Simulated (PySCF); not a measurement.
Platinum: a sound run and one with changed settings

Sound run: Pt²⁺ [Xe] 4f14 5d8, Pt³⁺ [Xe] 4f14 5d7. Calculation: PySCF 2.14, in def2-TZVP with the def2 core potential (60 electrons); a scalar-relativistic core potential. The sound run starts from symmetry-adapted Hartree-Fock orbitals and uses a fine grid where one is needed.

Changed run: initial guess atom, at most 2 SCF cycles. This setting is unsound on purpose.

```tsv
species	method	sound run (hartree)	changed run (hartree)	converged
Pt²⁺	UHF	-117.49727	-117.47097	no
Pt²⁺	PBE	-118.25456	-117.89802	no
Pt²⁺	MN15	-118.02405	-117.90999	no
Pt³⁺	UHF	-116.42417	-116.35338	no
Pt³⁺	PBE	-117.10880	-116.63038	no
Pt³⁺	MN15	-116.87170	-116.76166	no
```

The SCF was stopped early; the energies are upper bounds that still move, and correlated levels were skipped or rest on poor orbitals.
